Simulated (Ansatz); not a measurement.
Reaction (isomerisation): `C[SiH](F)C=N` → `C[Si]1(F)CN1`

Program: Ansatz. Geometries: PBE0-D4/def2-TZVP. ΔE: electronic, gas phase. CCSD(T)/CBS is the MP2 limit (def2-TZVPP, def2-QZVPP) plus CCSD(T) − MP2 in def2-TZVPP, frozen cores. Functionals use def2-TZVPP. B3LYP here is the variant with VWN-RPA as its local correlation; programs differ in this. Each species was taken in one conformer, which may not be the lowest.

| level | ΔE (kJ/mol) | difference from CCSD(T)/CBS |
| --- | --- | --- |
| PBE-D4 | -7.2 | -7.6 |
| PBE0-D4 | -13.2 | -13.6 |
| ωB97X-V | -5.8 | -6.2 |
| ωB97M-V | -5.9 | -6.3 |
| PBE | -6.7 | -7.1 |
| r2SCAN | -9.5 | -9.9 |
| PBE0 | -12.9 | -13.3 |
| B3LYP | 7.4 | 7.0 |
| MP2/def2-TZVPP | -8.8 | -9.2 |
| SCS-MP2/def2-TZVPP | 3.2 | 2.8 |
| CCSD/def2-TZVPP | 4.9 | 4.5 |
| CCSD(T)/def2-TZVPP | 5.2 | 4.8 |
| HF/def2-QZVPP | 21.8 | 21.4 |
| MP2/def2-QZVPP | -11.9 | -12.3 |
| SCS-MP2/def2-QZVPP | 0.3 | -0.1 |
| CCSD/CBS(def2) | 0.1 | -0.3 |
| CCSD(T)/CBS | 0.4 | 0 |

Largest T1 diagnostic among the species: 0.012.

From PBE to PBE0 (25 % exact exchange), in def2-TZVPP and without D4, ΔE moves by −6.2 kJ/mol. In def2-TZVPP, CCSD(T) changes the Hartree–Fock value by −17.7 kJ/mol (the triples alone add +0.3 kJ/mol) and MP2 by −31.6 kJ/mol.
